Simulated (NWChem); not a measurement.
Species: CH₃NOSi; SMILES N#CO[SiH3]

All runs: NWChem. Structure relaxed at the B3LYP/6-31G* (spherical d) level. Vertical excitations in the gas phase; the lowest state need not have the same character in each row.

For level PBE/aug-cc-pVDZ, TDA:

```
Item                             Result
-------------------------------  ------
lowest excitation, singlet (eV)    5.44
orbital gap (eV)                   5.36
```

### Question
What are these values for level BHandHLYP/aug-cc-pVDZ, TDA?

### Answer
| Item | Value |
|---|---|
| lowest excitation, singlet (eV) | 6.97 |
| orbital gap (eV) | 9.62 |
